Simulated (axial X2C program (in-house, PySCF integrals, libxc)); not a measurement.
# Which molecule has these constants?

Calculated with an in-house all-electron X2C program for linear molecules (integrals from PySCF), spin-free (one-electron X2C) or two-component (2c: spin–orbit coupling with atomic mean-field Coulomb and Gaunt terms, which also bring small scalar terms), in Dyall basis sets with cores contracted in-house; open shells are unrestricted.

A two-component PBE0 calculation in a Dyall 3-zeta basis gave Re = 3.035 Å, ωe = 161.4 cm⁻¹, De = 0.19 eV, dipole magnitude 0.52 D, Ω = 1/2.

**Question.** Which molecule is it?
A. LiIn
B. LiNb
C. LiI
D. LiCd
E. LiZr

**Answer.** D. The others have LiI 2.393 Å and 495.7 cm⁻¹ (Ω = 0); LiNb 2.887 Å and 283.6 cm⁻¹ (Ω = 1); LiIn 2.990 Å and 264.7 cm⁻¹ (Ω = 0); LiZr 2.919 Å and 281.7 cm⁻¹ (Ω = 3/2).

Each entry is the lowest single determinant of a limited PBE0 search at one distance. De goes to single-determinant-based atoms at the same level (for ions the charge split of lowest energy) and is withheld (n/a) where an atom does not fit its ground term or J level. Main or longest-lived isotopes. One determinant is a doubtful description, or other states lie close, for LiNb, LiIn, LiZr; these need not be ground states, and all values refer to the states named. Some open-shell Ω = 0 determinants are out of reach, so the Ω given for LiNb need not be the lowest component. With several unpaired electrons the Ω given is that of one determinant, not necessarily of the lowest component. The functionals have no current term, which raises determinants with orbital currents. Where the atoms have a lower orbital projection than the molecule, De at mean-field level may be about a tenth of an eV too small.
